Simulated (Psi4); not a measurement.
Noncovalent pair: HCl (SMILES Cl) (first 2 atoms) with SiH4 (SMILES [SiH4]); geometry from B3LYP-D3(BJ)/def2-TZVP.
(charge 0, multiplicity 1):
```csv
atom,x (Å),y (Å),z (Å)
Cl,-0.0685,-0.3380,-0.3248
H,-0.6754,-1.3223,0.2291
Si,0.0195,0.1567,3.4101
H,0.8354,1.2663,2.8732
H,-1.3615,0.2478,2.8851
H,-0.0157,0.2344,4.8889
H,0.6091,-1.1402,3.0067
```

All values below come from SAPT0/jun-cc-pV(D+d)Z run with Psi4 1.11.

Task: Give the four SAPT terms and the total, and say what mostly holds the pair together.

Result: electrostatics -0.87, exchange 1.73, induction -0.21, dispersion -0.83, total -0.18 kcal/mol; the largest attraction is electrostatics.
